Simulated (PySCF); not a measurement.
Species: SiICl3.
Structure used (PBE0-D3(BJ)/def2-SVP), in Å, numbered top down from 1:
```
atom  x, y, z in Å
Si1   -0.0021    0.0008   -0.0609
I2     0.0052   -0.0232    2.3550
Cl3    1.9137    0.0104   -0.7629
Cl4   -0.9623    1.6666   -0.7482
Cl5   -0.9544   -1.6545   -0.7829
```

Level of theory: PySCF, TDDFT B3LYP/def2-SVPD, vertical, gas phase, core orbitals frozen in the response, def2 core potentials past Kr. Spin–orbit coupling is left out.

Frontier orbitals with the atoms that hold most of them (Löwdin shares over 4%, at most four atoms):

```tsv
orbital	ε (eV)	atoms
LUMO+2	-0.27	Si1 33%, I2 21%, Cl4 19%, Cl5 14%
LUMO+1	-0.27	Si1 33%, I2 21%, Cl3 17%, Cl5 16%
LUMO	-2.05	I2 40%, Si1 21%, Cl4 13%, Cl5 13%
HOMO	-8.06	I2 83%, Cl3 7%, Si1 5%
HOMO-1	-8.06	I2 83%, Cl5 6%, Cl4 5%, Si1 5%
HOMO-2	-9.29	Cl3 34%, Cl5 33%, Cl4 33%
HOMO-3	-9.50	I2 33%, Cl3 19%, Cl4 18%, Cl5 18%
```

Within 0.005 eV of a neighbour in this list lie HOMO-1/HOMO and LUMO+1/LUMO+2 (point group found: C3v); within a degenerate set the shares of single atoms can hang on how the components are chosen.

**Question.** How does S1 compare with the orbital gap of 6.00 eV?

**Answer.** S1 is at 4.99 eV (f = 0.0051), 1.01 eV below the gap, made of HOMO-1/HOMO→LUMO (99%). S1/S2 lie within about 0.01 eV of each other. 

Next come S2 at 4.99 eV (f 0.0051), HOMO-1/HOMO→LUMO (99%); S3 at 6.24 eV (f 0.0000), HOMO-2→LUMO (99%); S4 at 6.61 eV (f 0.040), HOMO-3→LUMO (72%), HOMO-1/HOMO→LUMO+1/LUMO+2 (≥21%); S5 at 6.70 eV (f 0.0043), HOMO-4→LUMO (75%).

Orbitals of the list HOMO-3 to LUMO+2 that lie within 0.01 eV of each other are written together with a slash and their weights summed (≥ marks a lower bound); for degenerate orbitals outside that list single weights are arbitrary.
